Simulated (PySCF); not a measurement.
Compound: Sn(NH2)4.
Bonds: Sn1–N2, Sn1–N5, Sn1–N8, Sn1–N11. Hydrogens: H3, H4 on N2; H6, H7 on N5; H9, H10 on N8; H12, H13 on N11.

The calculation used PySCF, PBE0-D3(BJ)/def2-SVP geometry optimisation, gas phase, def2 core potentials past Kr.

Problem. List the bond lengths and angles at this level.

Solution. 
```
                   bond  length (Å)
Sn1–N2 and 3 like bonds       2.037
 N2–H3 and 7 like bonds       1.019
```

Bonds in one row agree within 0.01 Å and their mean is given. A selection of angles:
```
    angle  degrees
N2–Sn1–N5    102.2
N2–Sn1–N8    113.3
Sn1–N2–H3    112.6
 H3–N2–H4    107.3
Sn1–N5–H6    112.2
```

Sn1 (tin bonded to 4 N) is distorted tetrahedral (angles from 102.0° to 113.4°). N2 (nitrogen bonded to Sn and 2 H) is pyramidal (angles 112.8°, 112.6° and 107.3°, sum 332.6°, 0.38 Å off the plane of its three neighbours). All 4 N–Sn bonds measure 2.037 Å.

PBE0-D3(BJ)/def2-SVP frequencies: not computed here.
